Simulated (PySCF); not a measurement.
Redox energetics: `C=CC[SiH2]C(C)(C)C` (C7H16Si)

Molecule: `C=CC[SiH2]C(C)(C)C` (C7H16Si). Coordinates in Å; atoms count from 1 in this order:
```
C     3.9406   -0.5457   -0.4689
C     2.9622   -0.6197    0.4154
C     1.7285    0.2065    0.3863
Si    0.2254   -0.8722   -0.0872
C    -1.3919    0.1598   -0.1457
C    -1.6565    0.8387    1.1990
C    -1.3134    1.2326   -1.2328
C    -2.5589   -0.7751   -0.4623
H     3.9124    0.1594   -1.2838
H     4.8087   -1.1800   -0.4177
H     3.0148   -1.3401    1.2212
H     1.5630    0.6450    1.3716
H     1.8491    1.0222   -0.3265
H     0.0658   -1.9376    0.9131
H     0.4638   -1.4730   -1.4060
H    -2.6006    1.3833    1.1718
H    -0.8675    1.5483    1.4393
H    -1.7141    0.1042    1.9998
H    -2.2477    1.7924   -1.2834
H    -1.1360    0.7836   -2.2078
H    -0.5103    1.9377   -1.0288
H    -2.6546   -1.5445    0.3006
H    -2.4102   -1.2664   -1.4212
H    -3.4960   -0.2199   -0.5052
```

Level of theory: B3LYP-D3(BJ)/ma-def2-SVP single points in PySCF, grid level 2; every species was optimised with GFN2-xTB. The prefix ma- adds one diffuse s and one diffuse p function on all atoms but H. Thermal corrections: GFN2-xTB frequencies, unscaled, ideal gas at 298.15 K and 1 bar, quasi-RRHO entropy.

Frontier levels of the parent: HOMO -6.80 eV, LUMO -0.17 eV.

Oxidation to the radical cation:
* Vertical ionisation energy (electronic): 8.71 eV
* Adiabatic ionisation energy (with zero-point energy): 8.27 eV
* Adiabatic, electronic part: 8.35 eV
* Vertical gap at the product's structure: 8.04 eV
* ⟨S²⟩ of the product: 0.760
* Largest spin populations: C1 0.33, C5 0.29, C3 0.13, Si4 0.09
* Largest changes of atomic charge: C1 0.15, C5 0.14
* Potential in DMSO: 6.25 V absolute, 1.81 V against Fc+/Fc computed at 4.44 V (solvation -8 → -200 kJ/mol)
* Potential in THF: 6.47 V absolute, 1.82 V against Fc+/Fc computed at 4.65 V (solvation -7 → -177 kJ/mol)

Reduction to the radical anion:
```
Vertical electron affinity (electronic)              : -0.73 eV
Adiabatic electron affinity (with zero-point energy) : -1.26 eV
Adiabatic, electronic part                           : -1.37 eV
Vertical gap at the product's structure              : -0.12 eV
⟨S²⟩ of the product                                  : 0.753
Largest spin populations                             : Si4 0.54, C1 0.13, H (on Si4) 0.12, H (on Si4) 0.11
Largest changes of atomic charge                     : Si4 -0.41, H (on Si4) -0.11, C1 -0.10, H (on Si4) -0.10
Potential in DMSO                                    : 0.60 V absolute, -3.83 V against Fc+/Fc computed at 4.44 V (solvation -8 → -187 kJ/mol)
Potential in THF                                     : 0.36 V absolute, -4.30 V against Fc+/Fc computed at 4.65 V (solvation -7 → -162 kJ/mol)
```

Solvents are IEF-PCM continua (electrostatics only, gas-phase structures); absolute potentials refer to an electron at rest in vacuum. Fc+/Fc in DMSO, 4.44 V, is B3LYP-D3(BJ)/ma-def2-SVP on PBE0-D3(BJ)/def2-SVP structures with GFN2-xTB thermal terms. Benchmark calculations put it near 5.0 V in acetonitrile and DMSO, so it is about 0.6 V low, and the value against it can read up to that much too high. Fc+/Fc in THF, 4.65 V, is B3LYP-D3(BJ)/ma-def2-SVP on PBE0-D3(BJ)/def2-SVP structures with GFN2-xTB thermal terms. Benchmark calculations put it near 5.0 V in acetonitrile and DMSO, so it is about 0.3 V low, and the value against it can read up to that much too high.

Note: ma-def2-SVP is a small basis, whose errors can reach tens of kJ/mol; the gas-phase radical anion comes out unbound at this level, so its gas-phase values hang on the basis; the relaxed radical anion lies 0.64 eV above the vertical state at this level, which can't hold for one state at its own minimum: the vertical value probably belongs to another state, whose extra electron only the basis set holds, so vertical and adiabatic values aren't comparable; the value from this structure is no true adiabatic energy; a negative vertical affinity means that the electron isn't bound at that structure, so the value and what is derived from it hang on the basis.

Hardware: 1 thread of Intel Xeon @ 2.70GHz, shared with other jobs. Command: `OMP_NUM_THREADS=1 python redox_run.py task.json out`. Structures, frequencies and single points: 14 min.

Differences come from unrounded values, so a last digit can differ from that of the printed terms.
